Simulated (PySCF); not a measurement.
# Correlation energy of Pt⁺ (platinum, charge +1)

[Xe] 4f14 5d8 6s1, high-spin 4F determinant (an excited configuration). Calculation: PySCF 2.14, in ANO-RCC-VTZP (8s7p5d3f1g, 84 functions); scalar relativity by spin-free X2C-1e. Frozen: [Kr] 4d10 4f14; 17 electrons correlated.

MP2 pair energies summed by pair of shells (mhartree):

```
 pair   energy  share (%)
5d-5d  -186.91       39.8
5p-5d  -144.00       30.6
5p-5p   -44.15        9.4
5d-6s   -42.60        9.1
5s-5d   -19.81        4.2
5s-5p   -19.65        4.2
5p-6s    -9.43        2.0
5s-5s    -2.90        0.6
5s-6s    -0.53        0.1
```

Total MP2 correlation energy: -470.00 mhartree.

Same-spin part -160.12 and opposite-spin part -309.88 mhartree; SCS-MP2 scales them by 1/3 and 6/5 to -425.23 mhartree.
